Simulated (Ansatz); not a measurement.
`CBF` + `CNC` → `CBN(C)C` + H–F at 298.15 K and 1 bar (ligand exchange at a B–F bond).

Calculated with Ansatz (gas phase, PBE0-D4/def2-TZVP geometries, no zero-point term in ΔE). CBS: MP2 limit from def2 TZ/QZ plus the TZ coupled-cluster correction, frozen cores. This one scheme is used for every species. One conformer a species, not always the lowest.

```tsv
species	CCSD(T)/CBS energy (Eh)	H − E (kJ/mol)	S (J/(mol·K))
`CBF`	-165.10297	148.1	274.8
`CNC`	-135.00321	256.9	271.4
`CBN(C)C`	-199.71235	370.7	336.8
H–F	-100.39570	33.5	173.6
```

H − E and S are ideal-gas, rigid-rotor, harmonic terms from PBE0-D4/def2-TZVP, for one conformer and one mirror image of each species. 1 Eh = 2625.50 kJ/mol, R = 8.31446 J/(mol·K).

By hand: ΔE, ΔH, ΔS and ΔG.

ΔE = (-199.71235) + (-100.39570) − (-165.10297) − (-135.00321) = -0.00187 Eh = -4.9 kJ/mol. Δ(H − E) = 370.7 + 33.5 − 148.1 − 256.9 = -0.8, so ΔH = -5.7 kJ/mol. ΔS = 336.8 + 173.6 − 274.8 − 271.4 = -35.8 J/(mol·K). ΔG = -5.7 − 298.15 × (-35.8)/1000 = 5.0 kJ/mol.

By hand: the equilibrium constant, and the temperature at which ΔG would vanish if ΔH and ΔS stayed fixed.

log₁₀ K = −ΔG/(RT ln 10) = -0.9. ΔG = 0 at ΔH/ΔS = 159 K, though so small a ΔH makes that figure unsure.

TΔS isn't small against ΔH here. The sign of ΔG lies within the doubt. A doubt of 5 kJ/mol in ΔE shifts log₁₀ K by 0.9 here. Other conformers and mirror images would add mixing entropy, several J/(mol·K) or more a flexible species. These are equilibria of isolated gas molecules and say nothing of rates. Largest T1 diagnostic: 0.012 (customary marks: 0.02 for closed shells, 0.045 for open ones).
